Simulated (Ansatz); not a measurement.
`C[N]=[Mo](=[O])([OH])[OH]` + HCl → `C[N]=[Mo](=[O])([OH])[Cl]` + H₂O at 500 K and 1 bar (ligand exchange at a Mo–O bond).

Computed with Ansatz on PBE0-D4/def2-TZVP structures; ΔE is electronic, products minus reactants. CBS: MP2 limit from def2 TZ/QZ plus the TZ coupled-cluster correction, frozen cores. This one scheme is used for every species. Elements past krypton have def2 core potentials. For Mo outer-core shells are correlated without core-valence functions, which leaves a few kJ/mol of doubt a bond. Each species was taken in one conformer, which may not be the lowest.

```csv
species,CCSD(T)/CBS energy (Eh),H − E (kJ/mol),S (J/(mol·K))
`C[N]=[Mo](=[O])([OH])[OH]`,-389.54819,245.7,457.1
HCl,-460.38127,32.5,201.9
`C[N]=[Mo](=[O])([OH])[Cl]`,-773.56674,211.3,458.4
H₂O,-76.37941,73.2,206.3
```

H − E and S are ideal-gas, rigid-rotor, harmonic terms from PBE0-D4/def2-TZVP, for one conformer and one mirror image of each species. 1 Eh = 2625.50 kJ/mol, R = 8.31446 J/(mol·K).

Question: By hand: ΔE, ΔH, ΔS and ΔG.

Answer: ΔE = (-773.56674) + (-76.37941) − (-389.54819) − (-460.38127) = -0.01669 Eh = -43.8 kJ/mol. Δ(H − E) = 211.3 + 73.2 − 245.7 − 32.5 = 6.3, so ΔH = -37.5 kJ/mol. ΔS = 458.4 + 206.3 − 457.1 − 201.9 = 5.7 J/(mol·K). ΔG = -37.5 − 500 × (5.7)/1000 = -40.4 kJ/mol.

Question: By hand: the equilibrium constant, and the temperature at which ΔG would vanish if ΔH and ΔS stayed fixed.

Answer: log₁₀ K = −ΔG/(RT ln 10) = 4.2. ΔH and −TΔS have one sign here, so there is no such temperature. One of them is within its doubt of zero, so this could turn.

The number of gas molecules stays the same, so ΔS is small and ΔH decides. A doubt of 5 kJ/mol in ΔE shifts log₁₀ K by 0.5 here. Other conformers and mirror images would add mixing entropy, several J/(mol·K) or more a flexible species. These are equilibria of isolated gas molecules and say nothing of rates. Largest T1 diagnostic: 0.022 (customary marks: 0.02 for closed shells, 0.045 for open ones).
